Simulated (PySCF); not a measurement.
Ga(F)(Br)(OH) (BrFGaHO), SMILES [Br][Ga]([F])[OH].

Geometry optimised at PBE0-D3(BJ)/def2-SVP. The structure was generated by enumeration; whether it is a known compound was not checked. Other conformers were not sampled.

The numbers are results of IEF-PCM-B3LYP/def2-SVP run with PySCF, not measurements.

The values are the electrostatic part of the solvation free energy, E(continuum) − E(gas) at the gas-phase geometry, in a cavity of scaled van der Waals radii (PySCF's table); cavitation and dispersion terms are not included. A continuum can't describe solvent molecules that bind to the metal. In vacuum the orbital gap is 6.68 eV. The dipole moment in vacuum is 1.07 D.

Computed values in water (ε = 78.36), chlorobenzene (ε = 5.70), n-hexane (ε = 1.88):
```tsv
solvent	ε	ΔG(elec) (kcal/mol)	dipole (D)	gap (eV)
water	78.36	-7.6	1.40	6.92
chlorobenzene	5.70	-5.7	1.31	6.86
n-hexane	1.88	-2.7	1.18	6.76
```
